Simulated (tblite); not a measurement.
C5H5ClO3S2.
Atom-mapped SMILES: `[CH3:1][O:2][c:3]1[cH:4][cH:5][c:6]([S:7](=[O:8])(=[O:9])[Cl:10])[s:11]1` (hydrogens: H12, H13, H14 on C1; H15 on C4; H16 on C5)

Structure used (GFN2-xTB), in Å, numbered top down from 1:
```xyz
16
C5H5ClO3S2 angstrom
C      3.216   -0.286    0.028
O      2.096   -0.271   -0.838
C      0.889   -0.162   -0.272
C      0.524   -0.079    1.047
C     -0.871    0.028    1.205
C     -1.526    0.007    0.015
S     -3.241    0.165   -0.250
O     -3.953   -0.157    0.943
O     -3.613   -0.435   -1.487
Cl    -3.420    2.179   -0.502
S     -0.479   -0.118   -1.346
H      3.183   -1.148    0.698
H      4.087   -0.357   -0.620
H      3.268    0.634    0.616
H      1.211   -0.093    1.871
H     -1.378    0.103    2.149
```

Computed with GFN2-xTB (tblite): harmonic, unscaled wavenumbers at the GFN2-xTB geometry, gas phase. Against measured fundamentals such values can be off by several per cent, at times by over 20. One conformer, not necessarily the lowest.

Harmonic wavenumbers (cm⁻¹): 31.1, 46.4, 79.4, 89.3, 160.7, 201.8, 209.1, 253.0, 273.8, 314.2, 338.1, 352.1, 404.1, 455.4, 496.6, 518.7, 546.0, 610.0, 726.1, 749.4, 771.2, 837.7, 975.5, 1016.0, 1087.6, 1114.5, 1141.3, 1146.1, 1165.8, 1185.1, 1296.8, 1342.8, 1392.4, 1455.8, 1466.4, 1477.5, 1556.3, 2956.9, 2966.9, 3042.0, 3146.3, 3155.1.

A = 1833, B = 400.3, C = 391.0 MHz; mass 211.937 u (most abundant isotopes); point group C1, symmetry number 1.

Problem. Zero-point energy?

Solution. Half the sum of the wavenumbers: 21276 cm⁻¹ = 60.83 kcal/mol.

Problem. Give the ideal-gas entropy at 298.15 K and 1 bar in the rigid-rotor, harmonic-oscillator model (classical rotation).

Solution. Translation 41.98, rotation 31.39, vibration 37.58: S = 111.0 cal/(mol K).

Problem. And Cp and H(298.15 K) − H(0)?

Solution. Cp = 42.88 cal/(mol K), of which vibrations give 34.93 (their classical limit is 42 R = 83.5); H(298.15 K) − H(0) = 8.02 kcal/mol without the zero-point energy, 5.65 from vibrations.

Problem. How do the functions run with temperature in this model?

Solution. 
| T (K) | S (cal/(mol K)) | Cp (cal/(mol K)) | H − H(0) (kcal/mol) | G − H(0) (kcal/mol) | ln q(vib) |
| --- | --- | --- | --- | --- | --- |
| 100 | 77.0 | 21.7 | 1.48 | -6.22 | 2.74 |
| 200 | 95.8 | 33.5 | 4.26 | -14.90 | 6.15 |
| 300 | 111.2 | 43.0 | 8.10 | -25.27 | 9.43 |
| 500 | 136.9 | 57.8 | 18.29 | -50.17 | 15.50 |
| 800 | 167.2 | 70.5 | 37.74 | -95.99 | 23.51 |
| 1000 | 183.5 | 75.4 | 52.36 | -131.09 | 28.20 |

q(vib) and H(0) count from the zero-point level.

Problem. Which modes carry the vibrational entropy at 298.15 K?

Solution. 31.1 cm⁻¹: 5.76; 46.4 cm⁻¹: 4.97; 79.4 cm⁻¹: 3.91; 89.3 cm⁻¹: 3.68; 160.7 cm⁻¹: 2.54; 201.8 cm⁻¹: 2.12 cal/(mol K); the other 36 give 14.61 together.

Problem. What must be added to the electronic energy to get the Gibbs energy at 298.15 K and 1 bar?

Solution. ZPE + [H(298.15 K) − H(0)] − T·S = 60.83 + 8.02 − 33.08 = 35.77 kcal/mol.

Problem. Blend soft modes into free rotors: weight 1/[1 + (100 cm⁻¹/ν̃)⁴] for the oscillator and the rest for a rotor with moment μB/(μ + B), μ = h/(8π²ν), B = 10⁻⁴⁴ kg m². What vibrational entropy results?

Solution. 33.55 cal/(mol K) in place of 37.58, which changes −T·S at 298.15 K by +1.20 kcal/mol.

Hindered rotation and anharmonicity are outside this model. Other conformers, if any are populated, would add a mixing term that is left out. The structure is chiral; the term R ln 2 for an equal mix with its mirror image is left out.
